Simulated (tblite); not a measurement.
C6H13NPS (charge -1).
SMILES with atom numbers: `[CH3:1][S:2][CH2:3][P-:4][N:5]1[CH2:6][CH2:7][CH2:8][CH2:9]1` (hydrogens: H10, H11, H12 on C1; H13, H14 on C3; H15, H16 on C6; H17, H18 on C7; H19, H20 on C8; H21, H22 on C9)

Structure optimised with GFN2-xTB, isolated species.

Give the optimised bond lengths and angles.

```csv
bond,length (Å)
C1–S2,1.795
S2–C3,1.946
C3–P4,1.821
P4–N5,1.734
"N5–C6, N5–C9",1.454
C6–C7,1.536
C7–C8,1.529
C8–C9,1.524
"C1–H10, C1–H11",1.088
C1–H12,1.107
"C3–H13, C3–H14",1.089
"C6–H15, C6–H16, C9–H21",1.097
C7–H17 and 3 like bonds,1.092
C9–H22,1.102
```

Bonds in one row agree within 0.01 Å and their mean is given. A selection of angles:
```csv
angle,degrees
C1–S2–C3,99.0
S2–C3–P4,119.5
C3–P4–N5,102.4
P4–N5–C6,120.0
C6–N5–C9,108.1
N5–C6–C7,106.1
C6–C7–C8,103.8
C7–C8–C9,101.6
N5–C9–C8,102.9
```

Torsions: C1–S2–C3–P4 -25° (synperiplanar); S2–C3–P4–N5 -82° (synclinal); C3–P4–N5–C6 -68° (synclinal); P4–N5–C6–C7 157° (antiperiplanar); N5–C6–C7–C8 12° (synperiplanar); C6–C7–C8–C9 -32° (synclinal); C7–C8–C9–N5 42° (synclinal); P4–N5–C9–C8 -178° (antiperiplanar). The mirror-image conformer, all signs reversed, is as good.

S2 (sulfide sulfur) is bent (angle 99.0°). N5 (nitrogen bonded to 2 C and P) is pyramidal (angles 120.0°, 119.4° and 108.1°, sum 347.4°, 0.32 Å off the plane of its three neighbours). Of the pairs four or more bonds apart, P4···H12 is among the closest relative to their van der Waals radii: 2.31 Å, 77 % of the sum of Bondi's values. The 5-membered ring N5–C6–C7–C8–C9 has internal angles of 101.6° to 108.1° (sum 522°, against 540° for a flat polygon); it is puckered, 0.18 Å rms from its mean plane, widest ring torsion 42°. The 2 C–S bonds span 1.795 Å (C1–S2, drawn single) to 1.946 Å (S2–C3, drawn single), a spread of 0.151 Å.

Point group: C1 (no symmetry element, even within 0.4 Å). GFN2-xTB frequencies show an imaginary mode (35i cm⁻¹), so the point is no minimum at that level.

All values are computed, not measured.
